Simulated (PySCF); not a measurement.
A side-by-side comparison of computed properties.

First species: C3H10Cl2Ga2O.
Z-matrix (Å and degrees, PBE0-D3(BJ)/def2-SVP geometry), rows numbered from 1:
```
C 
C   1  1.5200
C   2  1.5210  1  112.10
O   2  1.4082  1  112.61  3   125.35
Ga  4  1.7671  2  134.10  1   -46.88
Cl  5  2.3704  4  111.51  2   -28.91
Ga  6  2.3859  5   91.12  4   111.12
Cl  7  2.3627  6   88.94  5    -0.44
H   1  1.0996  2  110.85  3  -177.68
H   1  1.1022  2  110.96  3   -57.12
H   1  1.1007  2  110.73  3    62.12
H   2  1.1063  1  107.86  3  -118.93
H   3  1.0997  2  110.26  1   179.60
H   3  1.1016  2  110.47  1    59.81
H   3  1.1009  2  111.14  1   -60.19
H   5  1.5435  4  123.07  2  -163.22
H   7  1.5539  6  105.78  5  -107.30
H   7  1.5531  6  105.87  5   106.76
```

Second species: C3H8BFO.
Bonds: C1–C2, C2–B3, B3–F4, B3–O5, O5–C6. Hydrogens: H7, H8, H9 on C1; H10, H11 on C2; H12, H13, H14 on C6.

Levels: CAM-B3LYP/def2-SVPD for dipole moment, HOMO energy, LUMO energy, HOMO–LUMO gap, static isotropic polarisability and electronic spatial extent ⟨r²⟩ about the centre of nuclear charge; TDDFT CAM-B3LYP/def2-SVPD for lowest singlet excitation; PBE0-D3(BJ)/def2-SVP for rotational constant A and rotational constant C. Geometries: PBE0-D3(BJ)/def2-SVP. All species are isolated and taken at one optimised geometry, non-relativistic unless stated; the electronic structure was computed with PySCF and density fitting.

Dipoles, sizes and rotational constants follow the conformer. The torsions of the flexible species, by atom-mapped SMILES:
- `[CH3:1][CH:2]([CH3:3])[O:4][GaH-:5]1[Cl+:6][GaH2-:7][Cl+:8]1`: C1–C2–O4–Ga5 -47°, C2–O4–Ga5–Cl6 -29°
- `[CH3:1][CH2:2][B:3]([F:4])[O:5][CH3:6]`: C1–C2–B3–F4 -179°, C2–B3–O5–C6 180°

| property | column X | column Y |
| --- | --- | --- |
| dipole moment | 1.21 D | 0.93 D |
| HOMO energy | -9.32 eV | -10.40 eV |
| LUMO energy | -0.01 eV | 0.94 eV |
| HOMO–LUMO gap | 9.31 eV | 11.34 eV |
| lowest singlet excitation | 6.58 eV | 8.39 eV |
| static isotropic polarisability | 122.7 au | 55.5 au |
| electronic spatial extent ⟨r²⟩ about the centre of nuclear charge | 2535 bohr² | 714 bohr² |
| rotational constant A | 1.061 GHz | 5.385 GHz |
| rotational constant C | 0.486 GHz | 1.726 GHz |

**Question.** Which column belongs to which species?

**Answer.** Column X is the first species and column Y the second. The first has 18 atoms and 132 electrons, the second 14 and 48.

**Question.** How does each property change from the first species to the second?

**Answer.** dipole moment -0.28 D; HOMO energy -1.08 eV; LUMO energy +0.95 eV; HOMO–LUMO gap +2.03 eV; lowest singlet excitation +1.81 eV; static isotropic polarisability -67.2 au; electronic spatial extent ⟨r²⟩ about the centre of nuclear charge -1821 bohr²; rotational constant A +4.324 GHz; rotational constant C +1.240 GHz.

On the first: The polarisability is 18.19 Å³ as a volume (1 au = 0.148185 Å³), or 0.93 au for each of the 132 electrons. The principal polarisabilities are 113.0, 118.9 and 136.3 au; their mean is the isotropic value. The calculation is non-relativistic and has no spin–orbit coupling, an omission that weighs most on gallium.

On the second: S1 lies 2.95 eV below the HOMO–LUMO gap; its leading configuration is HOMO−1→LUMO, weight 0.53, beside HOMO→LUMO, weight 0.31. The principal polarisabilities are 47.2, 55.0 and 64.4 au; their mean is the isotropic value.
